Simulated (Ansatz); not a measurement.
Born–Oppenheimer molecular dynamics of CH$_{3}$BClF (7 atoms, charge 0, multiplicity 1). It starts from a relaxed structure.

Method: RKS r2SCANh/def2-SVP (Ansatz).

```json
{"ensemble": "NVE (velocity Verlet)", "time step": "2 fs", "steps asked": "40", "starting velocities drawn for": "50 K", "seed": "563175"}
```

First frame:

```xyz
7
Properties=species:S:1:pos:R:3
B -0.027 -0.027 0.023
C -0.015 -0.029 1.577
H -0.949 -0.402 2.015
H 0.841 -0.590 1.976
H 0.102 1.016 1.915
F 1.093 -0.126 -0.670
Cl -1.513 0.159 -0.915
```

Question: How far do the bonds stretch over the last three quarters of this one trajectory? (Pairs bonded in most of those frames.)

Answer: 
```json
{"bond": "B1–C2", "mean (Å)": "1.554", "spread (Å)": "0.007", "shortest": "1.54", "longest": "1.56"}
{"bond": "B1–F6", "mean (Å)": "1.320", "spread (Å)": "0.003", "shortest": "1.32", "longest": "1.33"}
{"bond": "B1–Cl7", "mean (Å)": "1.767", "spread (Å)": "0.010", "shortest": "1.76", "longest": "1.78"}
{"bond": "C2–H3", "mean (Å)": "1.097", "spread (Å)": "0.014", "shortest": "1.08", "longest": "1.12"}
{"bond": "C2–H4", "mean (Å)": "1.100", "spread (Å)": "0.019", "shortest": "1.07", "longest": "1.13"}
{"bond": "C2–H5", "mean (Å)": "1.103", "spread (Å)": "0.009", "shortest": "1.09", "longest": "1.12"}
```

Mean temperature of the second half: 28 K. The conserved energy stayed within 1.2 meV per atom of its start (net change 0.94 meV per atom), so the integration is sound. Over the second half the temperature averaged 0.56 of the 50 K drawn at the start: a run that starts near a minimum puts about half its kinetic energy into the potential. A step of 2 fs is long for free X–H stretches (periods near 10 fs) and can bias their spread and the temperature. A run of 0.08 ps of so small a system gives no equilibrium averages.

Run time: 56 s on 1 thread of AMD EPYC 9R45 96-Core Processor (Zen 5) (shared host), peak memory 0.17 GiB.
